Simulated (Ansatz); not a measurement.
Reaction (hydrogenolysis of the Si–Cl bond): `CO[SiH2]S[SiH2]Cl` + H₂ → `CO[SiH2]S[SiH3]` + HCl

Isolated molecules relaxed with PBE0-D4/def2-TZVP in Ansatz; ΔE leaves out vibrations. CCSD(T)/CBS adds triple-zeta CCSD(T) − MP2 to the extrapolated MP2 energy (def2 sets, frozen cores). This one scheme is used for every species. Functionals use def2-TZVPP. B3LYP here is the variant with VWN-RPA as its local correlation; programs differ in this. One conformer a species, not always the lowest.

CCSD(T)/CBS gives +76.7 kJ/mol.

Question: Another level gave +59.1 kJ/mol. Which?
A. B3LYP-D4/def2-TZVPP
B. B2PLYP/def2-TZVPP
C. B3LYP/def2-TZVPP
D. HF/def2-TZVPP

Answer: D. HF/def2-TZVPP 59.1, B3LYP-D4 78.0, B3LYP 65.5, B2PLYP 71.7 kJ/mol.

Largest T1 diagnostic among the species: 0.012.

In def2-TZVPP, CCSD(T) changes the Hartree–Fock value by +11.5 kJ/mol (the triples alone add +4.2 kJ/mol) and MP2 by +22.7 kJ/mol. The D4 term adds +12.5 kJ/mol with B3LYP and +6.9 kJ/mol with PBE0; it sums over pairs of atoms, weighted by their polarisabilities, and B3LYP, whose exchange is more repulsive, gets the larger term.
